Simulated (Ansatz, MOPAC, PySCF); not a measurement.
Species: AlI, net charge 0, singlet state. SMILES: [Al][I]
Coordinates optimised at B3LYP-D3(BJ)/def2-TZVP (Ansatz, a quantum-chemistry and plane-wave program):
```
Al
I 1 2.5747
```

Quantity: vertical electron affinity to the doublet, in eV. Set-up: six Cartesian d functions in 6-31G* and its kin unless marked 5d; each state is the SCF solution reached for its charge and spin; spin-orbit terms left out; open shells spin-unrestricted; def2 sets with scalar-relativistic core potentials past Kr; STO-3G and 3-21G all-electron and non-relativistic; LANL2DZ with its own core potentials from Na on. First-principles rows: single points at B3LYP-D3(BJ) geometries (Ansatz). Semi-empirical rows: differences of heats of formation at the shared geometry for vertical values.

```csv
level,program,vertical electron affinity to the doublet (eV)
AM1,MOPAC,1.21
PM6,MOPAC,0.47
MNDO,MOPAC,0.41
B3LYP/STO-3G,Ansatz,-6.92
B3LYP/3-21G,Ansatz,0.19
B3LYP/6-31G* with LANL2DZ past Ar,Ansatz,0.21
M06-2X/6-31G* with LANL2DZ past Ar (5d),PySCF,0.15
B3LYP/def2-TZVPD,Ansatz,0.32
M06-2X/def2-TZVPD,PySCF,0.24
```

No value to compare with is used here. The 7 habitual levels span -6.92 (B3LYP/STO-3G) to 1.21 eV (AM1); B3LYP/def2-TZVPD gives 0.32.

The levels are drawn from those run, B3LYP/6-31G* more often than the rest, none by its result; left out are runs that failed, that the program found above a lower state of the same kind, or whose <S^2> lies over 0.5 above the pure value.
